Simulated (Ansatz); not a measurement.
Ansatz (a quantum-chemistry and plane-wave program) input (HF/6-31G*):

Ansatz 0.2 input:
```yaml
crystal:
  periodic: [false, false, false]
  atoms:
    - {symbol: N, position_ang: [-0.67687781, 1.25535919, 0.44380749]}
    - {symbol: B, position_ang: [-0.01801947, 0.03052384, 0.02131555]}
    - {symbol: O, position_ang: [-0.80234686, -1.03418633, -0.29799066]}
    - {symbol: O, position_ang: [1.34223702, 0.00967726, 0.02015963]}
    - {symbol: H, position_ang: [-0.88727869, 1.91135790, -0.29028215]}
    - {symbol: H, position_ang: [-0.35229004, -1.83902916, -0.50599063]}
    - {symbol: H, position_ang: [1.74868945, -0.81638975, -0.19430907]}
basis:
  gaussian:
    orbitals: 6-31G*
hamiltonian:
  xc: {name: HF}
magnetization: {spin_polarized: true, initial_magnetization: 1}
phonons: {temperatures: {t_min: 298.15, t_max: 298.15, t_step: 100}}
```

Output:

```
Functional definition: HF
integrals: 0.01 GiB planned
697 factors; integrals over basis functions are off by at most 3.6e-4 eV
mean field: 0.19 GiB planned
mean field evaluation 1: about -6273.8360 eV, gradient 2.9e1 eV
mean field evaluation 2: about -6273.8808 eV, gradient 2.9e1 eV
mean field evaluation 4: about -6277.2467 eV, gradient 2.4e0 eV
mean field evaluation 8: about -6277.2888 eV, gradient 2.7e-1 eV
mean field -6277.28981706 eV, -230.6861458771 hartree, gradient 5.7e-5 eV, S^2 0.757504; 0 other end points of the search recorded, 0 dependent functions left out
the calculation of the forces begins
reference -6277.28981706 eV, -230.6861458771 hartree; 16, 15 occupied and 50, 51 virtual orbitals, 697 factors
these checks for a lower state are left out or cut short: stability, starts, cluster_reference, orbital_swaps, neighbouring_geometries, increment
integrals: 0.01 GiB planned
697 factors; integrals over basis functions are off by at most 3.7e-4 eV
mean field: 0.19 GiB planned
mean field evaluation 16: about -6277.2896 eV, gradient 1.0e-1 eV
mean field -6277.28964633 eV, -230.6861396029 hartree, gradient 2.7e-6 eV, S^2 0.757513; 0 other end points of the search recorded, 0 dependent functions left out
the calculation of the forces begins
reference -6277.28964633 eV, -230.6861396029 hartree; 16, 15 occupied and 50, 51 virtual orbitals, 697 factors
these checks for a lower state are left out or cut short: stability, starts, cluster_reference, orbital_swaps, neighbouring_geometries, increment
integrals: 0.01 GiB planned
697 factors; integrals over basis functions are off by at most 3.6e-4 eV
mean field: 0.19 GiB planned
mean field -6277.28964492 eV, -230.6861395511 hartree, gradient 2.4e-6 eV, S^2 0.757497; 0 other end points of the search recorded, 0 dependent functions left out
the calculation of the forces begins
reference -6277.28964492 eV, -230.6861395511 hartree; 16, 15 occupied and 50, 51 virtual orbitals, 697 factors
these checks for a lower state are left out or cut short: stability, starts, cluster_reference, orbital_swaps, neighbouring_geometries, increment
integrals: 0.01 GiB planned
697 factors; integrals over basis functions are off by at most 3.6e-4 eV
mean field: 0.19 GiB planned
mean field evaluation 32: about -6277.2898 eV, gradient 2.1e-4 eV
mean field -6277.28976136 eV, -230.6861438302 hartree, gradient 2.4e-6 eV, S^2 0.757494; 0 other end points of the search recorded, 0 dependent functions left out
the calculation of the forces begins
reference -6277.28976136 eV, -230.6861438302 hartree; 16, 15 occupied and 50, 51 virtual orbitals, 697 factors
these checks for a lower state are left out or cut short: stability, starts, cluster_reference, orbital_swaps, neighbouring_geometries, increment
integrals: 0.01 GiB planned
697 factors; integrals over basis functions are off by at most 3.7e-4 eV
mean field: 0.19 GiB planned
mean field -6277.28976217 eV, -230.6861438601 hartree, gradient 2.9e-6 eV, S^2 0.757515; 0 other end points of the search recorded, 0 dependent functions left out
the calculation of the forces begins
reference -6277.28976217 eV, -230.6861438601 hartree; 16, 15 occupied and 50, 51 virtual orbitals, 697 factors
these checks for a lower state are left out or cut short: stability, starts, cluster_reference, orbital_swaps, neighbouring_geometries, increment
integrals: 0.01 GiB planned
697 factors; integrals over basis functions are off by at most 3.6e-4 eV
mean field: 0.19 GiB planned
mean field -6277.28961841 eV, -230.6861385770 hartree, gradient 3.8e-6 eV, S^2 0.757518; 0 other end points of the search recorded, 0 dependent functions left out
the calculation of the forces begins
reference -6277.28961841 eV, -230.6861385770 hartree; 16, 15 occupied and 50, 51 virtual orbitals, 697 factors
these checks for a lower state are left out or cut short: stability, starts, cluster_reference, orbital_swaps, neighbouring_geometries, increment
integrals: 0.01 GiB planned
697 factors; integrals over basis functions are off by at most 3.6e-4 eV
mean field: 0.19 GiB planned
mean field -6277.28962308 eV, -230.6861387486 hartree, gradient 3.9e-6 eV, S^2 0.757492; 0 other end points of the search recorded, 0 dependent functions left out
the calculation of the forces begins
reference -6277.28962308 eV, -230.6861387486 hartree; 16, 15 occupied and 50, 51 virtual orbitals, 697 factors
these checks for a lower state are left out or cut short: stability, starts, cluster_reference, orbital_swaps, neighbouring_geometries, increment
integrals: 0.01 GiB planned
697 factors; integrals over basis functions are off by at most 3.6e-4 eV
mean field: 0.19 GiB planned
mean field -6277.28968415 eV, -230.6861409927 hartree, gradient 3.1e-6 eV, S^2 0.757506; 0 other end points of the search recorded, 0 dependent functions left out
[...]
mean field -6277.28958828 eV, -230.6861374697 hartree, gradient 2.8e-6 eV, S^2 0.757505; 0 other end points of the search recorded, 0 dependent functions left out
the calculation of the forces begins
reference -6277.28958828 eV, -230.6861374697 hartree; 16, 15 occupied and 50, 51 virtual orbitals, 697 factors
these checks for a lower state are left out or cut short: stability, starts, cluster_reference, orbital_swaps, neighbouring_geometries, increment
integrals: 0.01 GiB planned
697 factors; integrals over basis functions are off by at most 3.6e-4 eV
mean field: 0.19 GiB planned
mean field evaluation 96: about -6277.2898 eV, gradient 1.6e-6 eV
mean field -6277.28978721 eV, -230.6861447800 hartree, gradient 1.6e-6 eV, S^2 0.757504; 0 other end points of the search recorded, 0 dependent functions left out
the calculation of the forces begins
reference -6277.28978721 eV, -230.6861447800 hartree; 16, 15 occupied and 50, 51 virtual orbitals, 697 factors
these checks for a lower state are left out or cut short: stability, starts, cluster_reference, orbital_swaps, neighbouring_geometries, increment
integrals: 0.01 GiB planned
697 factors; integrals over basis functions are off by at most 3.6e-4 eV
mean field: 0.19 GiB planned
mean field -6277.28979500 eV, -230.6861450665 hartree, gradient 2.9e-6 eV, S^2 0.757505; 0 other end points of the search recorded, 0 dependent functions left out
the calculation of the forces begins
reference -6277.28979500 eV, -230.6861450665 hartree; 16, 15 occupied and 50, 51 virtual orbitals, 697 factors
these checks for a lower state are left out or cut short: stability, starts, cluster_reference, orbital_swaps, neighbouring_geometries, increment
integrals: 0.01 GiB planned
697 factors; integrals over basis functions are off by at most 3.6e-4 eV
mean field: 0.19 GiB planned
mean field -6277.28974082 eV, -230.6861430754 hartree, gradient 3.2e-6 eV, S^2 0.757484; 0 other end points of the search recorded, 0 dependent functions left out
the calculation of the forces begins
reference -6277.28974082 eV, -230.6861430754 hartree; 16, 15 occupied and 50, 51 virtual orbitals, 697 factors
these checks for a lower state are left out or cut short: stability, starts, cluster_reference, orbital_swaps, neighbouring_geometries, increment
integrals: 0.01 GiB planned
697 factors; integrals over basis functions are off by at most 3.7e-4 eV
mean field: 0.19 GiB planned
mean field -6277.28973702 eV, -230.6861429358 hartree, gradient 2.9e-6 eV, S^2 0.757525; 0 other end points of the search recorded, 0 dependent functions left out
the calculation of the forces begins
reference -6277.28973702 eV, -230.6861429358 hartree; 16, 15 occupied and 50, 51 virtual orbitals, 697 factors
these checks for a lower state are left out or cut short: stability, starts, cluster_reference, orbital_swaps, neighbouring_geometries, increment
integrals: 0.01 GiB planned
697 factors; integrals over basis functions are off by at most 3.7e-4 eV
mean field: 0.19 GiB planned
mean field -6277.28977671 eV, -230.6861443941 hartree, gradient 1.9e-6 eV, S^2 0.757514; 0 other end points of the search recorded, 0 dependent functions left out
the calculation of the forces begins
reference -6277.28977671 eV, -230.6861443941 hartree; 16, 15 occupied and 50, 51 virtual orbitals, 697 factors
these checks for a lower state are left out or cut short: stability, starts, cluster_reference, orbital_swaps, neighbouring_geometries, increment
integrals: 0.01 GiB planned
697 factors; integrals over basis functions are off by at most 3.6e-4 eV
mean field: 0.19 GiB planned
mean field evaluation 128: about -6277.2898 eV, gradient 1.9e-6 eV
mean field -6277.28977712 eV, -230.6861444094 hartree, gradient 1.9e-6 eV, S^2 0.757495; 0 other end points of the search recorded, 0 dependent functions left out
the calculation of the forces begins
reference -6277.28977712 eV, -230.6861444094 hartree; 16, 15 occupied and 50, 51 virtual orbitals, 697 factors
these checks for a lower state are left out or cut short: stability, starts, cluster_reference, orbital_swaps, neighbouring_geometries, increment
integrals: 0.01 GiB planned
697 factors; integrals over basis functions are off by at most 3.6e-4 eV
mean field: 0.19 GiB planned
mean field -6277.28976870 eV, -230.6861441000 hartree, gradient 2.1e-6 eV, S^2 0.757505; 0 other end points of the search recorded, 0 dependent functions left out
the calculation of the forces begins
reference -6277.28976870 eV, -230.6861441000 hartree; 16, 15 occupied and 50, 51 virtual orbitals, 697 factors
these checks for a lower state are left out or cut short: stability, starts, cluster_reference, orbital_swaps, neighbouring_geometries, increment
integrals: 0.01 GiB planned
697 factors; integrals over basis functions are off by at most 3.6e-4 eV
mean field: 0.19 GiB planned
mean field -6277.28976732 eV, -230.6861440492 hartree, gradient 2.1e-6 eV, S^2 0.757504; 0 other end points of the search recorded, 0 dependent functions left out
the calculation of the forces begins
reference -6277.28976732 eV, -230.6861440492 hartree; 16, 15 occupied and 50, 51 virtual orbitals, 697 factors
these checks for a lower state are left out or cut short: stability, starts, cluster_reference, orbital_swaps, neighbouring_geometries, increment
integrals: 0.01 GiB planned
697 factors; integrals over basis functions are off by at most 3.6e-4 eV
mean field: 0.19 GiB planned
mean field -6277.28967479 eV, -230.6861406489 hartree, gradient 2.5e-6 eV, S^2 0.757505; 0 other end points of the search recorded, 0 dependent functions left out
the calculation of the forces begins
reference -6277.28967479 eV, -230.6861406489 hartree; 16, 15 occupied and 50, 51 virtual orbitals, 697 factors
these checks for a lower state are left out or cut short: stability, starts, cluster_reference, orbital_swaps, neighbouring_geometries, increment
integrals: 0.01 GiB planned
697 factors; integrals over basis functions are off by at most 3.6e-4 eV
mean field: 0.19 GiB planned
mean field -6277.28967779 eV, -230.6861407592 hartree, gradient 2.3e-6 eV, S^2 0.757504; 0 other end points of the search recorded, 0 dependent functions left out
the calculation of the forces begins
reference -6277.28967779 eV, -230.6861407592 hartree; 16, 15 occupied and 50, 51 virtual orbitals, 697 factors
these checks for a lower state are left out or cut short: stability, starts, cluster_reference, orbital_swaps, neighbouring_geometries, increment
integrals: 0.01 GiB planned
697 factors; integrals over basis functions are off by at most 3.6e-4 eV
mean field: 0.19 GiB planned
mean field -6277.28980737 eV, -230.6861455211 hartree, gradient 2.5e-6 eV, S^2 0.757505; 0 other end points of the search recorded, 0 dependent functions left out
the calculation of the forces begins
reference -6277.28980737 eV, -230.6861455211 hartree; 16, 15 occupied and 50, 51 virtual orbitals, 697 factors
these checks for a lower state are left out or cut short: stability, starts, cluster_reference, orbital_swaps, neighbouring_geometries, increment
integrals: 0.01 GiB planned
697 factors; integrals over basis functions are off by at most 3.6e-4 eV
mean field: 0.19 GiB planned
mean field evaluation 160: about -6277.2898 eV, gradient 6.2e-2 eV
mean field -6277.28980346 eV, -230.6861453772 hartree, gradient 2.5e-6 eV, S^2 0.757504; 0 other end points of the search recorded, 0 dependent functions left out
the calculation of the forces begins
reference -6277.28980346 eV, -230.6861453772 hartree; 16, 15 occupied and 50, 51 virtual orbitals, 697 factors
Total energy: -6277.28981706 eV, -230.6861458771 hartree
Atom 0 at    -0.676878     1.255359     0.443807 Å, force     0.000147    -0.000379     0.000252 eV/Å
Atom 1 at    -0.018019     0.030524     0.021316 Å, force    -0.000632     0.000900     0.001308 eV/Å
Atom 2 at    -0.802347    -1.034186    -0.297991 Å, force     0.000071     0.000633    -0.001536 eV/Å
Atom 3 at     1.342237     0.009677     0.020160 Å, force    -0.000169     0.000516    -0.001572 eV/Å
Atom 4 at    -0.887279     1.911358    -0.290282 Å, force     0.000344    -0.000738     0.000105 eV/Å
Atom 5 at    -0.352290    -1.839029    -0.505991 Å, force     0.000298    -0.000379     0.000748 eV/Å
Atom 6 at     1.748689    -0.816390    -0.194309 Å, force    -0.000059    -0.000553     0.000695 eV/Å
Dipole moment:     0.310915    -0.495236    -0.470921 e Å
Vibrations: 170.97 367.98 443.58 485.32 504.23 623.96 892.69 958.43 1004.38 1118.25 1482.15 1509.24 3727.77 4138.05 4146.62 cm⁻¹, zero-point energy 1.337394 eV
```

The blocks after the first are displaced geometries, from whose forces the wavenumbers follow.
